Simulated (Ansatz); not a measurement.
Basis-set extrapolation for `CCN([SiH3])C(C)(C)C` (PBE0-D4/def2-TZVP geometry, frozen core, Ansatz). Multiplicity 1, RHF reference.

|  | def2-TZVPP | def2-QZVPP |
| --- | --- | --- |
| HF | -580.610814 | -580.633946 |
| MP2 correlation | -1.410655 | -1.499773 |
| CCSD(T) correlation | -1.559178 | not run |

Energies in hartree. Use E(X) = E(∞) + A·exp(−7.88·√X) for Hartree–Fock and E(X) = E(∞) + B·X^(−2.97) for correlation, with X = 3 and 4, and add CCSD(T) minus MP2 of the smaller set to the MP2 limit.

What is the CCSD(T) energy at the basis-set limit?

HF limit: -580.633946 + (-0.023132) × 0.13774 = -580.63713. MP2 limit: -1.499773 + (-0.089118) × 0.74074 = -1.56579. Higher-order term: -1.559178 − (-1.410655) = -0.14852. Total: -582.35144 hartree, 113.9 kcal/mol below CCSD(T)/def2-TZVPP.
